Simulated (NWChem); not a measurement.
Program: NWChem. System: BF, charge 0, spin multiplicity 1, at a geometry optimised with B3LYP/def2-SVP. The structure started from a generated list of species. Level: TD-B3LYP/6-31G* (spherical d), VWN1-RPA local correlation.

Job file:

```
start mol
memory heap 200 mb stack 900 mb global 1100 mb
geometry units angstroms nocenter noautoz noautosym
  B      0.000000     0.000000    -0.812271
  F      0.000000     0.000000     0.451262
end
basis spherical
  * library 6-31g*
end
dft
  xc b3lyp
  semidirect memsize 60000000 filesize 0
  iterations 100
end
tddft
  rpa
  nroots 10
  notriplet
end
task tddft energy
```

NWChem printed:

```
             Northwest Computational Chemistry Package (NWChem) 7.3.0
             --------------------------------------------------------

                                NWChem Input Module
                                -------------------

 Scaling coordinates for geometry "geometry" by  1.889725989
 (inverse scale =  0.529177249)

                             Geometry "geometry" -> ""
                             -------------------------

 Output coordinates in angstroms (scale by  1.889725989 to convert to a.u.)

  No.       Tag          Charge          X              Y              Z
 ---- ---------------- ---------- -------------- -------------- --------------
    1 B                    5.0000     0.00000000     0.00000000    -0.81227100
    2 F                    9.0000     0.00000000     0.00000000     0.45126200

 Effective nuclear repulsion energy (a.u.)      18.8463429170

            Nuclear Dipole moment (a.u.)
            ----------------------------
        X                 Y               Z
 ---------------- ---------------- ----------------
     0.0000000000     0.0000000000     0.0000056692


 Summary of "ao basis" -> "" (spherical)
 ------------------------------------------------------------------------------
       Tag                 Description            Shells   Functions and Types
 ---------------- ------------------------------  ------  ---------------------
 *                           6-31g*                   on all atoms

                                 NWChem DFT Module
                                 -----------------

 Summary of "ao basis" -> "ao basis" (spherical)
 ------------------------------------------------------------------------------
       Tag                 Description            Shells   Functions and Types
 ---------------- ------------------------------  ------  ---------------------
 B                           6-31g*                  6       14   3s2p1d
 F                           6-31g*                  6       14   3s2p1d

 Summary of "ao basis" -> "ao basis" (spherical)
 ------------------------------------------------------------------------------
[...]
  ----------------------------------------------------------------------------
     Transition Moments    X -0.35959   Y  0.32960   Z  0.00000
     Transition Moments   XX -0.00000  XY -0.00000  XZ  0.43926
     Transition Moments   YY -0.00000  YZ -0.40264  ZZ -0.00000
     Dipole Oscillator Strength                    0.0835898989
     Electric Quadrupole                           0.0000002767
     Magnetic Dipole                               0.0000006390
     Total Oscillator Strength                     0.0835908145

          sigma_e =   1.2910 Angstrom
          sigma_h =   0.7686 Angstrom
         |d_h->e| =   1.1610 Angstrom
            d_exc =   1.8994 Angstrom
            d_CD1 =   1.6834 Angstrom
            d_CD2 =   0.1313 Angstrom
            d_CD3 =   3.0604 Angstrom
     Pearson C.C. =  -0.0012

     Occ.    4  a   ---  Virt.    8  a    0.98922 X
     Occ.    4  a   ---  Virt.    9  a   -0.09771 X
     Occ.    5  a   ---  Virt.   10  a    0.05460 X
     Occ.    7  a   ---  Virt.    8  a   -0.08451 X
  ----------------------------------------------------------------------------
  Root   9 singlet a              0.531498205 a.u.               14.4628 eV
  ----------------------------------------------------------------------------
     Transition Moments    X -0.00000   Y  0.00000   Z -1.17937
     Transition Moments   XX  0.58014  XY -0.00000  XZ  0.00000
     Transition Moments   YY  0.58014  YZ -0.00000  ZZ  1.89140
     Dipole Oscillator Strength                    0.4928452431
     Electric Quadrupole                           0.0000004582
     Magnetic Dipole                               0.0000000000
     Total Oscillator Strength                     0.4928457014

          sigma_e =   1.3829 Angstrom
          sigma_h =   0.8783 Angstrom
         |d_h->e| =   1.0338 Angstrom
            d_exc =   1.9310 Angstrom
            d_CD1 =   1.5383 Angstrom
            d_CD2 =  -0.0968 Angstrom
            d_CD3 =   2.9648 Angstrom
     Pearson C.C. =   0.0098

     Occ.    4  a   ---  Virt.   10  a   -0.09174 X
     Occ.    4  a   ---  Virt.   14  a   -0.12028 X
     Occ.    5  a   ---  Virt.    8  a   -0.67359 X
     Occ.    5  a   ---  Virt.    8  a    0.07268 Y
     Occ.    6  a   ---  Virt.    9  a   -0.67359 X
     Occ.    6  a   ---  Virt.    9  a    0.07268 Y
     Occ.    7  a   ---  Virt.   10  a    0.23181 X
     Occ.    7  a   ---  Virt.   13  a    0.09805 X
     Occ.    7  a   ---  Virt.   14  a   -0.11356 X
  ----------------------------------------------------------------------------
  Root  10 singlet a              0.605578019 a.u.               16.4786 eV
  ----------------------------------------------------------------------------
     Transition Moments    X -0.46806   Y  0.47487   Z -0.00000
     Transition Moments   XX  0.00000  XY -0.00000  XZ  0.94545
     Transition Moments   YY  0.00000  YZ -0.95921  ZZ  0.00000
     Dipole Oscillator Strength                    0.1794838977
     Electric Quadrupole                           0.0000021452
     Magnetic Dipole                               0.0000012689
     Total Oscillator Strength                     0.1794873118

          sigma_e =   1.5853 Angstrom
          sigma_h =   1.1074 Angstrom
         |d_h->e| =   0.3528 Angstrom
            d_exc =   1.9626 Angstrom
            d_CD1 =   0.8308 Angstrom
            d_CD2 =  -0.9935 Angstrom
            d_CD3 =   2.3154 Angstrom
     Pearson C.C. =   0.0034

     Occ.    5  a   ---  Virt.   10  a   -0.07071 X
     Occ.    7  a   ---  Virt.   11  a   -0.99650 X

              Target root =      1
          Target symmetry = none
      Ground state energy =   -124.656137629401
        Excitation energy =      0.237839719582
     Excited state energy =   -124.418297909819

  stored tddft:energy   -124.41829790981930

 Task  times  cpu:        2.2s     wall:        2.2s

 Total times  cpu:        2.2s     wall:        2.2s
```
